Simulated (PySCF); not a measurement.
Species: C₅H₉F₃N (doublet state).
Z-matrix (Å and degrees, GFN2-xTB geometry), rows numbered from 1:
```
C 
C   1  1.5403
C   2  1.4831  1  112.97
N   3  1.3974  2  117.74  1    77.01
C   4  1.4354  3  119.29  2   172.03
C   5  1.5248  4  109.48  3   159.57
F   6  1.3429  5  111.78  4    59.93
F   6  1.3413  5  111.62  4   179.22
F   6  1.3358  5  112.87  4   -60.32
H   1  1.0876  2  110.43  3  -179.86
H   1  1.0869  2  110.12  3   -59.53
H   1  1.0870  2  110.15  3    60.07
H   2  1.0937  1  108.58  3   121.81
H   2  1.0924  1  108.54  3  -120.89
H   3  1.0776  2  119.23  1   -69.36
H   4  1.0131  3  113.41  2    33.11
H   5  1.1040  4  114.38  3   -80.46
H   5  1.0934  4  109.21  3    41.53
```

The hyperfine couplings belong to this conformer and change with its torsions.

Identity: `CC[CH]NCC(F)(F)F` [radical].

Computed, not measured: UKS B3LYP, pcH-1 on C F H N, non-relativistic, mean-field spin-orbit, GIAO (PySCF). One conformer (not necessarily the lowest) at the GFN2-xTB geometry, without solvent, vibrations or thermal averaging. The geometry wasn't refined by DFT: couplings that depend on bond lengths, twists or pyramidal angles can differ widely from those at the functional's own minimum. No stability test was run, so a lower SCF solution isn't excluded.

Task: Match the computed a_iso(13C) values +130.7, +65.5, -18.0, +9.3 MHz with the sites C1; C2; C3; C5.

Result: 
```json
{"site": "C1", "a_iso (MHz)": "+65.5", "ρ(0) (bohr⁻³)": "+0.0583", "position": "2 bonds from C3", "distance from C3 (Å)": "2.52", "spin population": "+0.04", "largest |T| (MHz)": "9.8"}
{"site": "C2", "a_iso (MHz)": "-18.0", "ρ(0) (bohr⁻³)": "-0.0160", "position": "1 bond from C3", "distance from C3 (Å)": "1.48", "spin population": "-0.05", "largest |T| (MHz)": "3.5"}
{"site": "C3", "a_iso (MHz)": "+130.7", "ρ(0) (bohr⁻³)": "+0.1163", "position": "largest spin population", "distance from C3 (Å)": "0.00", "spin population": "+0.86", "largest |T| (MHz)": "139.1"}
{"site": "C5", "a_iso (MHz)": "+9.3", "ρ(0) (bohr⁻³)": "+0.0083", "position": "2 bonds from C3", "distance from C3 (Å)": "2.44", "spin population": "-0.01", "largest |T| (MHz)": "3.7"}
```

ρ(0) is the spin density at the nucleus and T the dipolar tensor; entries for several nuclei are means. Largest spin populations (Mulliken): C3 (+0.86) and N4 (+0.15). The angles at C3 add up to 351.5°, so it is slightly pyramidal.

The spin density at the nucleus, in bohr⁻³, is negative for C2 (-0.0160) and H15 (-0.0065), for instance. A restricted open-shell determinant has no negative spin density anywhere; here it arises because α and β orbitals differ (spin polarisation).

Nuclei that the bonding pattern makes equivalent are averaged, as if the motion that swaps them (rotation, inversion, ring flip) were fast. The three 1H nuclei of mean +1.5 MHz run from -4.0 to 10.6 MHz in the frozen geometry. The three 19F nuclei of mean +1.6 MHz run from -1.4 to 5.9 MHz in the frozen geometry. The 1H value of +13.5 MHz is a mean of couplings from 4.2 to 22.8 MHz in this one geometry, not an average over conformers. The 1H value of +23.4 MHz is a mean of couplings from 18.6 to 28.1 MHz in this one geometry, not an average over conformers.

Time: 79 s of wall time (grids of density and orbitals included); peak memory 1.1 GiB. Hardware: one thread of an Arm Neoverse V2, on a shared host.
